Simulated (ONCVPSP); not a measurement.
**Pseudopotential generation for selenium (Se): ONCV, PBEsol, scalar-relativistic.**

* Element: selenium (Se)
* Generator: ONCVPSP 4.0.1
* Type: optimised norm-conserving Vanderbilt (ONCV)
* Functional: PBEsol
* Relativity: scalar-relativistic
* Frozen core: [Ar] 3d10
* Valence charge: 6
* Reference configuration: 4s1.5 4p4.5
* Partial waves: 4s: rc 1.25 bohr, ncon 4, nbas 9, qcut 5.4 1/bohr, 2 projectors, debl 3.8 Ha; 4p: rc 1.60 bohr, ncon 4, nbas 8, qcut 5.6 1/bohr, 3 projectors, debl 2.4 Ha; d scattering state at 0.08 Ha: rc 1.40 bohr, ncon 3, nbas 7, qcut 7.5 1/bohr, 2 projectors, debl 0.5 Ha
* Local potential: polynomial inside 0.85 bohr (lpopt 1, dvloc0 2 Ha)
* Core correction: Teter function, fcfact 3, rcfact 1.75

(1) Estimate the cutoffs (Ha) at which the residual kinetic energy of the hardest occupied pseudo-wave falls to 1 and 0.1 mHa per electron.

(2) What does a ghost test show?

(3) Which valence shell sets the plane-wave cutoff?

(4) Tests: 4s2 4p4; 4s2 4p3; 4s2 4p2; 4s2 4p3.5. Which has the largest error in its energy relative to the reference configuration, and how large is it?

## Answers

(1) 27 Ha and 144 Ha. The cutoffs count occupied waves only; projector 3 of the p channel, the hardest unoccupied one, needs 80 Ha at the loose tolerance.

(2) Ghosts flagged at negative energy: s at -65.2 eV, p at -93.5 eV, d at -47.9 eV; GHOST(+) flags only above 600 eV. A true bound ghost makes a file unfit for plane-wave use.

(3) 4s: 27 Ha for 1 mHa per electron, against 11 Ha for 4p.

(4) 4s2 4p2, with -94 meV (all-electron minus pseudo) on +25.80 eV.
